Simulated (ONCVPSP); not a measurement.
# Building the ONCV potential for bismuth (Bi) (PBEsol, scalar-relativistic).

Input for ONCVPSP 4.0.1:

```
# ATOM AND REFERENCE CONFIGURATION
# atsym  z   nc   nv     iexc    psfile
  Bi 83.00   11    4  -116133      upf
#
#   n    l    f
    1    0    2.00
    2    0    2.00
    2    1    6.00
    3    0    2.00
    3    1    6.00
    3    2   10.00
    4    0    2.00
    4    1    6.00
    4    2   10.00
    4    3   14.00
    5    0    2.00
    5    1    6.00
    5    2   10.00
    6    0    2.00
    6    1    3.00
#
# PSEUDOPOTENTIAL AND OPTIMIZATION
# lmax
    2
#
#   l,   rc,      ep,       ncon, nbas, qcut
    0    1.75    0.00    5    9    4.50
    1    1.85    0.00    3    7    9.30
    2    1.10    0.00    5   10    9.80
#
# LOCAL POTENTIAL
# lloc, lpopt,  rc(5),   dvloc0
    4    5    0.90    0.00
#
# VANDERBILT-KLEINMAN-BYLANDER PROJECTORs
# l, nproj, debl
    0    2    1.40
    1    2    3.00
    2    1    1.00
#
# MODEL CORE CHARGE
# icmod, fcfact, rcfact
    0    0.00    0.00
#
# LOG DERIVATIVE ANALYSIS
# epsh1, epsh2, depsh
   -5.00    5.00    0.04
#
# OUTPUT GRID
# rlmax, drl
    6.00    0.01
#
# TEST CONFIGURATIONS
# ncnf
    4
# nvcnf
#   n    l    f
    4
    5    1    6.00
    5    2   10.00
    6    0    2.00
    6    1    2.00
#
    4
    5    1    6.00
    5    2   10.00
    6    0    2.00
    6    1    1.00
#
    4
    5    1    6.00
    5    2   10.00
    6    0    2.00
    6    1    0.00
#
    4
    5    1    6.00
    5    2    9.00
    6    0    2.00
    6    1    3.00
#
```

Command:

```bash
oncvpsp.x < Bi.dat > Bi.out
```

The program printed (shortened: citation, most of the input echo, consistency checks and plot data are left out):

```
ONCVPSP  (Optimized Norm-Conservinng Vanderbilt PSeudopotential)
scalar-relativistic version 4.0.1

#   n    l    f        energy (Ha)
    1    0    2.00    -3.3316169E+03
    2    0    2.00    -5.9860588E+02
    2    1    6.00    -5.1199663E+02
    3    0    2.00    -1.4448936E+02
    3    1    6.00    -1.1975415E+02
    3    2   10.00    -9.4935187E+01
    4    0    2.00    -3.3150641E+01
    4    1    6.00    -2.5047887E+01
    4    2   10.00    -1.5797426E+01
    4    3   14.00    -5.6091664E+00
    5    0    2.00    -5.7992959E+00
    5    1    6.00    -3.5214776E+00
    5    2   10.00    -9.9446103E-01
    6    0    2.00    -5.3415913E-01
    6    1    3.00    -1.6895582E-01

Reference configufation results
  iterations    22
  all-electron total energy (Ha)   -2.15250694D+04

Begin loop to  construct optimized pseudo wave functions
and semi-local pseudopoentials for all angular momenta

   Wellstate for l =  0  n =  7
     eigenvalue =   0.8658
     asymptotic potential =   1.3658
     half-point radius =  3.4083

Calculating optimized projector #   1

 for l=   0

    Fraction of norm inside rc  0.296149
    Optimizing pswf for qcut=   4.50 a_B^-1,  ecut=  10.11 Ha
    Residual kinetic energy error=  1.64D-03 Ha
 ERROR pspot:  first pseudo wave function has node,          program will stop
 ERROR pspot: try changing psp parameters for this l
```

The run stopped because the optimised pseudo-wave of the first projector has a node, so the radial equation cannot be inverted for a potential.

The run took about 0.37 s on one core of a shared server CPU.
